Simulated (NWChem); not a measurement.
CH₈N₂Si₂; SMILES N[Si@H]1CN[SiH2]1

```xyz
13

N      0.3154    -2.3522     0.4419
Si     0.0521    -0.8639    -0.4286
C     -1.4995     0.1667     0.0975
N     -0.8328     1.4756     0.1188
Si     0.9163     1.2842     0.0559
H      0.5483    -2.3231     1.4375
H      0.8292    -3.1047    -0.0216
H      0.0477    -1.2503    -1.8841
H     -2.3439     0.1106    -0.6295
H     -1.8979    -0.1712     1.0862
H     -1.3956     2.3049     0.3244
H      1.6732     1.5116     1.3538
H      1.5999     2.1737    -0.9600
```
Atoms are numbered in this order, from 1.

Program: NWChem. Coordinates come from a PBE-D3(BJ)/def2-SVP optimisation. Vertical excitations in the gas phase.

Task: What does the run give for PBE/def2-SVP, TDA? Quantities: lowest excitation, singlet (eV); oscillator strength of that lowest state; lowest state with f > 0.02, singlet (eV); orbital gap (eV).

Result: 
```yaml
lowest excitation, singlet (eV): 4.78
oscillator_strength_of_that_lowest_state: 0.000
lowest state with f > 0.02, singlet (eV): 5.26
orbital gap (eV): 4.64
```
